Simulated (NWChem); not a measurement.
# CH3ClO2Si; SMILES O=C(O)[SiH2]Cl

```xyz
8

O     -0.6805    -2.2895    -0.3311
C      0.0290    -1.3197    -0.1590
O      1.3072    -1.3984     0.2600
Si    -0.6899     0.4286    -0.4971
Cl     0.6578     1.9624    -0.1464
H      1.5095    -2.3503     0.3812
H     -1.8541     0.5894     0.3996
H     -1.0966     0.4537    -1.9182
```
Atoms are numbered in this order, from 1.

Coordinates come from a B3LYP/6-31G* (spherical d) optimisation.

Question: Give the principal values of the shielding tensors (ppm) of O1, C2, O3, Si4, Cl5 from B3LYP/6-31G* (spherical d), GIAO (NWChem), with their diamagnetic and paramagnetic parts as GIAO splits them.

Answer: 
| atom | σ11 | σ22 | σ33 | isotropic | diamagnetic | paramagnetic |
|---|---|---|---|---|---|---|
| O1 | -406.5 | -224.3 | 261.7 | -123.0 | 397.4 | -520.4 |
| C2 | -69.9 | 45.3 | 93.2 | 22.9 | 252.2 | -229.3 |
| O3 | -74.3 | 160.5 | 238.5 | 108.2 | 394.2 | -286.0 |
| Si4 | 397.0 | 412.6 | 491.5 | 433.7 | 881.8 | -448.1 |
| Cl5 | 913.6 | 1012.8 | 1035.6 | 987.3 | 1147.8 | -160.5 |
